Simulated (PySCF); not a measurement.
**Spin states of TlCd⁺**

Unrestricted PBE0; basis Tl def2-SVP with ECP60, Cd def2-SVP with ECP28; scalar-relativistic core potentials; PySCF 2.14. Outer shells of the fragments: Tl+ 5d10 6s2; Cd 4d10 5s2.

Followed along the bond (rough minima from three points):

```
2Ms+1  unpaired  ⟨S²⟩ at the start  R at minimum (Å)  Te (eV)
    1      none               0.00              3.29     0.00
    3      σ ↑↑               2.00  none in the scan   ≤ 2.84
```

Solutions found at the starting distance of 2.930 Å, counted from the lowest of them; the search is not exhaustive and high or unbound solutions are not listed, so other states can lie among these:

```
2Ms+1  unpaired   term  E (eV)  ⟨S²⟩  ⟨Lz²⟩  μ (D)
    1      none    ¹Σ⁺    0.00  0.00   0.00   0.23
    3      σ ↑↑    ³Σ⁺    2.97  2.00   0.00   1.44
    3  σ ↑, π ↑     ³Π    3.14  2.00   1.00   3.27
    1  σ ↑, π ↓  mixed    3.38  1.00   1.00   4.02
```

A term symbol is given only where ⟨S²⟩ and ⟨Lz²⟩ are close to those of a pure state; real π, δ and φ orbitals otherwise mix terms. A positive dipole points towards Cd; it is taken about the centre of mass and depends on that origin.

Spin–orbit coupling is left out. Counting both spins, an empty level lies below a filled one in some of these solutions, because spin and occupation are held.
